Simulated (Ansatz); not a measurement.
This geometry of C2H3BO (7 atoms, charge 0, multiplicity 1) is a first-order saddle point.

The calculation used RKS PBE0/def2-SVP (Ansatz).

```xyz
7
Properties=species:S:1:pos:R:3
B -0.783 1.088 -0.789
C -0.313 -0.132 -0.456
C 0.410 -1.044 0.293
O 1.015 -0.484 1.255
H -1.199 2.158 -1.085
H 0.377 0.544 0.649
H 0.492 -2.130 0.131
```

Which two structures does it join? (They come from a converged band through this point; their orientation in space is the band's.)

Bonds broken: C2–H6. Bonds formed: O4–H6.

Image 0:

```xyz
7
Properties=species:S:1:pos:R:3
B -0.748 1.014 -0.758
C 0.074 0.430 0.206
C 0.441 -0.983 0.353
O 1.163 -1.412 1.220
H -1.445 1.525 -1.573
H 0.514 1.096 0.963
H 0.001 -1.671 -0.411
```

Image 8:

```xyz
7
Properties=species:S:1:pos:R:3
B -0.982 1.105 -1.052
C -0.312 0.135 -0.386
C 0.339 -0.845 0.249
O 1.108 -0.699 1.321
H -1.566 1.962 -1.628
H 1.107 0.244 1.553
H 0.306 -1.901 -0.057
```

How far does it lie above each of them?

1.71 eV above the first and 1.40 eV above the second. This is the barrier of this one path; another mechanism may lie lower. The orbitals stay closed-shell, which can raise the energy where a bond breaks towards radicals; this wasn't checked here.

Run time: 4.2 min on 1 thread of Arm Neoverse V2 (shared host), peak memory 0.13 GiB.
